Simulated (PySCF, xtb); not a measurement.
Sn(Me)2(Cl) (C2H6ClSn), SMILES [CH3][Sn]([CH3])[Cl], multiplicity 2.

Harmonic wavenumbers (cm⁻¹) from GFN2-xTB (xtb 6.7.1) at its own minimum, in rising order: 45, 56, 95, 105, 109, 299, 352, 379, 562, 597, 608, 637, 1115, 1167, 1417, 1420, 1427, 1431, 3012, 3017, 3037, 3038, 3042, 3044.

Question: What does PySCF with B3LYP-D3(BJ)/def2-SVP give at its own minimum? (The exact figures need the calculation; the answer reports its results.)

Answer: 48, 52, 115, 115, 133, 340, 454, 480, 658, 698, 723, 773, 1148, 1175, 1413, 1417, 1424, 1433, 3040, 3041, 3152, 3153, 3171, 3171. Paired by order, the mean absolute difference is 56 cm⁻¹ and the zero-point energies are 42.9 and 44.8 kcal/mol.
